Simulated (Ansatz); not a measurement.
CH$_{5}$FSiZn, SMILES `[F][Zn][CH2][SiH3]` at its PBE0-D4/def2-TZVP geometry, where that method's forces vanish. The species carries charge 0 and has multiplicity 1.

```xyz
9

F    -1.0907   -3.0484    1.5995
Zn   -0.4080   -1.4928    1.1700
C     0.3414    0.2074    0.7080
Si    0.0261    0.7053   -1.0618
H    -0.0796    0.9549    1.3878
H     1.4184    0.1607    0.8976
H     0.6017   -0.3033   -1.9935
H     0.6280    2.0287   -1.3848
H    -1.4373    0.7875   -1.3228
```

(1) What forces (eV/Å) does PBE-D4/def2-TZVPP give on these atoms in Ansatz 0.2.0? (Best estimate.)

Results:

(1) The calculation gave: 
```
F1  -0.106 -0.240  0.063
Zn2  0.090  0.206 -0.057
C3  -0.041 -0.101  0.038
Si4 -0.040 -0.020 -0.088
H5  -0.077  0.122  0.139
H6   0.192 -0.021  0.051
H7   0.054 -0.090 -0.093
H8   0.064  0.133 -0.023
H9  -0.137  0.011 -0.030
```
